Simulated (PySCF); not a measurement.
**Static response to an electric field**

(HZn-mu-OH)2 (singlet state).
Geometry (PBE0-D3(BJ)/def2-SVP, Å), atoms numbered from 1 in this order:
```xyz
8
H4O2Zn2 angstrom
Zn    -0.5914    1.2727    0.4320
H     -1.2007    2.6071    0.9134
O      0.6301    0.5896   -0.9064
Zn     0.6215   -1.2942   -0.4525
H      1.2890   -2.6147   -0.8964
O     -0.6430   -0.6190    0.8482
H      1.1579    1.0590   -1.5538
H     -1.1252   -1.0862    1.5317
```

Level: B3LYP/def2-SVPD (PySCF), static field, nuclei fixed, core orbitals frozen in the response. The polarisability tensor in these axes (au):

```
x   54.41 -8.11 -6.67
y   -8.11 70.80  4.54
z   -6.67  4.54 54.02
```

Question: Give the principal values, the mean and the anisotropy Δα = √{½[(α1 − α2)² + (α2 − α3)² + (α1 − α3)²]}.

Answer: Principal values 47.22, 55.77 and 76.25 au; mean 59.75 au = 8.85 Å³ = 9.85 × 10⁻⁴⁰ C²·m²/J; Δα = 25.84 au (43 % of the mean).

Question: What is the dipole moment?

Answer: 0.05 D at this geometry.

Question: Find the Langevin capture rate constant for NH4+ (18.034 u) meeting this molecule (163.879 u), k = 2.342 × 10⁻⁹ cm³/s × √(α in Å³ / reduced mass in u).

Answer: The reduced mass is 16.25 u, so k = 1.73 × 10⁻⁹ cm³/s.

Question: Traceless (Buckingham) quadrupole moment about the centre of nuclear charge: eigenvalues?

Answer: -17.22, 4.00, 13.22 D·Å. The values depend on the origin, since the dipole doesn't vanish. The electronic extent ⟨r²⟩ about the same centre is 758 bohr², a root-mean-square distance of 1.63 Å for the 80 electrons.

Question: Molar refractivity from α?

Answer: Lorentz–Lorenz: R = (4π/3)N_A α = 2.5225 cm³/(mol·Å³) × 8.85 Å³ = 22.3 cm³/mol, in the limit of long wavelengths.

Question: What depolarisation ratio follows for Rayleigh scattering of linearly polarised light, taking the static tensor?

Answer: ρ = 3Δα²/(45ᾱ² + 4Δα²) = 2003.3/(160631 + 2671.1) = 0.0123.

Geometry: PBE0-D3(BJ)/def2-SVP; no solvent, vibrations or thermal averaging.
